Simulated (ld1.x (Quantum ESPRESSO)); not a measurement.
**Br, TM: configuration errors across variants**

ld1.x (Quantum ESPRESSO) 7.5 input, shortened:

```
&input
   title='Br', zed=35., rel=1, dft='PBE', iswitch=3,
   config='[Ar] 3d10 4s2 4p5 4d-2'
 /
 &inputp
   pseudotype=2, tm=.true., lloc=-1, rcloc=0.90,
   nlcc=.true., rcore=0.70
 /
3
4S  1  0   2.00   0.00  1.40  1.40  0.0
4P  2  1   5.00   0.00  1.45  1.45  0.0
4D  3  2  -2.00   0.25  1.10  1.10  0.0
 &test
   configts(1)='4s2 4p5'
 /
```

All-electron excitation energies from the reference (eV): (1) 4s2 4p4 12.554; (2) 4s2 4p3 35.314; (3) 4s2 4p2 69.297; (4) 4s2 4p5.3 -1.963; (5) 4s2 4p1 115.321; (6) 4s2 4p4.5 5.075; (7) 4s1 4p6 12.371.

2 further variants failed, have other tests or another functional or relativity, and are left out.

A true bound ghost makes a file unfit for plane-wave use even where its test errors are small: the radial tests pick states by their node count and pass the ghost by.

Errors AE − PS in meV (a dash: test not solved or not reliable):

| change | (1) | (2) | (3) | (4) | (5) | (6) | (7) | bound ghosts |
| --- | --- | --- | --- | --- | --- | --- | --- | --- |
| base | +3.5 | +19 | +37 | +0.7 | +10 | +0.3 | -2.1 | d, s |
| wave 4d channel at 0.25 Ry: rc 1.10 bohr becomes 4d channel at 4.28 Ry: rc 1.10 bohr | +3.5 | +19 | +37 | +0.7 | +10 | +0.3 | -2.1 | d, s |
| wave 4s (bound): rc 1.40 bohr becomes 4s (bound): rc 0.86 bohr | +2.1 | +11 | +13 | +0.6 | -49 | +0.1 | -74 | s, d |
| local potential all-electron potential smoothed inside 0.94 bohr (lloc = -1) | +2.3 | +13 | +21 | +0.6 | -18 | +0.1 | -2.9 | d, s |
| core correction a·sin(br)/r model core inside 0.58 bohr | +3.5 | +19 | +37 | +0.7 | +10 | +0.3 | -2.1 | d, s |
| wave 4p (bound): rc 1.45 bohr becomes 4p (bound): rc 2.14 bohr | +4.1 | +20 | +29 | +0.8 | -44 | +0.5 | +5.0 | d, s |
| wave 4d channel at 0.25 Ry: rc 1.10 bohr becomes 4d channel at 0.25 Ry: rc 1.20 bohr | +3.5 | +19 | +37 | +0.7 | +10 | +0.3 | -2.1 | d, s |

Question: Give the same row for: local potential the p channel.

Answer: -1.6, -6.8, -29, +0.4, -95, -0.7, -5.3; bound ghosts: d.
